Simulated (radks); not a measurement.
Results of a calculation; reference values are marked as such.
Species: Bi I. Configuration: [Xe] 4f14 5d9.5 6s2 6p3.5 (fractional occupations, a model configuration). Code: a radial shooting solver on a logarithmic mesh with Libxc functionals. Model: scalar-relativistic Kohn-Sham, SCAN, spin-polarised, spherical densities, finite nucleus; open shells are filled with parallel spins first (spin-orbit coupling, left out, can overturn this in heavy ions); meta-GGA in the generalised Kohn-Sham scheme; Fermi nuclear charge, rms radius 5.5211 fm. Some entries of the table are withheld. Estimate them.

orbital  occ.  eigenvalue (Ry)  <r> (bohr)
1s up       1        -6668.299     0.01579
1s down     1        -6668.297     0.01579
2s up       1        -1200.595     0.06646
2s down     1        -1200.590     0.06646
2p up       3        -1027.049     0.06054
2p down     3        -1027.044     0.06054
3s up       1        -290.9876      0.1714
3s down     1        -290.9845      0.1714
3p up       3        -241.1408      0.1737
3p down     3        -241.1370      0.1737
3d up       5        -190.8910      0.1576
3d down     5        -190.8856      0.1576
4s up       1        -67.46765      0.3769
4s down     1        -67.45965      0.3769
4p up       3        -51.06192      0.4021
4p down     3        -51.05477      0.4021
4d up       5        -32.21667      0.4224
4d down     5        -32.20802      0.4223
5s up       1        -12.01277      0.8317
5s down     1        -11.97111      0.8317
4f up       7        -11.54973      0.4411
4f down     7        -11.53843      0.4409
5p up       3         -7.40460         (1)
5p down     3         -7.36160         (2)
5d up       5         -2.20432         (3)
5d down   4.5         -2.15144         (4)
6s up       1         -1.21922       2.170
6s down     1         -1.10865       2.120
6p up       3         -0.44198         (5)
6p down   0.5         -0.30102         (6)

Answer. 
(1) 5p up <r> (bohr): 0.9458
(2) 5p down <r> (bohr): 0.9456
(3) 5d up <r> (bohr): 1.225
(4) 5d down <r> (bohr): 1.219
(5) 6p up <r> (bohr): 2.886
(6) 6p down <r> (bohr): 2.937
